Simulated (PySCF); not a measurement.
## How methods differ on the excitation energy of Ho²⁺

Ho²⁺ [Xe] 4f11 (high-spin determinant) → Ho²⁺ [Xe] 4f10 5d1 (high-spin determinant), as a difference of total energies. Computed with PySCF 2.14 in cc-pVDZ-X2C (8s7p5d3f1g, 84 functions), with the spin-free X2C one-electron Hamiltonian (Gaussian nucleus). Correlated levels: valence: [Kr] 4d10 frozen; valence and next inner shell: [Ar] 3d10 frozen. The calculations carry no spin-orbit coupling.

```json
{"method": "UHF", "excitation energy (eV)": "-0.906"}
{"method": "LDA", "excitation energy (eV)": "3.612"}
{"method": "PBE", "excitation energy (eV)": "3.281"}
{"method": "PBE0", "excitation energy (eV)": "2.363"}
{"method": "r2SCAN", "excitation energy (eV)": "2.500"}
{"method": "TPSSh", "excitation energy (eV)": "2.602"}
{"method": "MN15", "excitation energy (eV)": "3.531"}
{"method": "r2SCANh", "excitation energy (eV)": "2.225"}
{"method": "MP2 (valence)", "excitation energy (eV)": "2.614"}
{"method": "SCS-MP2 (valence)", "excitation energy (eV)": "2.337"}
{"method": "MP2 (valence and next inner shell)", "excitation energy (eV)": "2.969"}
{"method": "SCS-MP2 (valence and next inner shell)", "excitation energy (eV)": "2.586"}
```

How much does correlation contribute at MP2 (valence and next inner shell)?

2.969 − (-0.906) = 3.875 eV, measured against UHF.

A first-order spin-orbit estimate (lowest level to lowest level, LS coupling) adds 0.113 eV.

The determinant of the upper state and of the lower state mixes LS terms, which raises its energy above the lowest term, most at the Hartree-Fock and MP2 levels.
